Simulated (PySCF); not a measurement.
# One molecule, several mistakes: AlBH2NO

These are calculations, not measurements. The program is PySCF 2.14.0, an open-source quantum chemistry code, run on an isolated molecule that a program drew, which may never have been made. The molecule is AlBH2NO (charge 0, doublet), drawn as the SMILES string `N[B][Al]=[O]`.

Each row is a Hartree-Fock (HF) and frozen-core CCSD(T) single point in the cc-pV(D+d)Z basis, meant for a local HF minimum. Run 1 is clean. Each other run has one planted mistake out of seven kinds, and not every kind appears here: one electron removed, one electron added, multiplicity raised by two, geometry at a saddle point, minimal basis STO-3G, one bond length entered in bohr, all coordinates scaled. The reference is restricted for singlets and unrestricted otherwise, and also for a bond in bohr. Adding or removing an electron swaps singlet and doublet. Electrons count all cores. HOMO and LUMO are orbital energies over both spins, the gradient is its largest component, and the lowest frequency (negative if imaginary) is given only where the gradient is small. Bond lengths are over the 5 bonds as drawn. T1 is the CCSD diagnostic: over 0.02 (restricted) or 0.045 (unrestricted) a single reference is doubtful.

Geometry of the clean run:
```xyz
6
AlBH2NO, angstrom
N    -1.8468    1.2184   -0.2088
B    -2.8230    0.3738   -0.6619
Al   -3.7601   -0.2592   -2.4127
O    -4.5771   -0.8542   -3.6221
H    -1.6177    1.2998    0.7635
H    -1.2932    1.8110   -0.7973
```

| run | electrons | basis functions | <S^2> | HOMO (eV) | LUMO (eV) | gradient (hartree/bohr) | lowest frequency (cm^-1) | mean bond (Å) | longest bond (Å) | T1 | HF (hartree) | CCSD(T) (hartree) | mistake |
|---|---|---|---|---|---|---|---|---|---|---|---|---|---|
| 1 | 35 | 75 | 0.769 | -8.80 | 0.98 | 1.4e-05 | 120 | 1.4065 | 2.084 | 0.0300 | -397.05066 | -397.57278 | no fault |
| 2 | 35 | 75 | 0.776 | -8.94 | 0.69 | 6.9e-02 | - | 1.5162 | 2.247 | 0.0358 | -397.01563 | -397.55674 | all coordinates scaled |
| 3 | 34 | 75 | 0.000 | -15.31 | -6.78 | 6.1e-02 | - | 1.4065 | 2.084 | 0.0432 | -396.76465 | -397.29260 | one electron removed |
| 4 | 35 | 75 | 3.782 | -7.17 | -1.75 | 1.3e-01 | - | 1.4065 | 2.084 | 0.0506 | -396.88209 | -397.36643 | multiplicity raised by two |
| 5 | 36 | 75 | 0.000 | -0.45 | 6.68 | 3.4e-02 | - | 1.4065 | 2.084 | 0.0267 | -397.02743 | -397.57956 | ? |

**Which mistake was planted in run 5, and what did it cost?**

It counts 36 electrons, one more than the clean run, at the same geometry and basis. So the mistake is: one electron added. Subtracting run 1 and multiplying by 627.51 kcal/mol a hartree, the energy moved by 14.6 kcal/mol in HF and -4.3 kcal/mol in CCSD(T).

Cautions from the logs. Run 3: T1 is over the limit, so its CCSD(T) energy is less reliable; run 4: T1 is over the limit, so its CCSD(T) energy is less reliable; run 5: T1 is over the limit, so its CCSD(T) energy is less reliable.
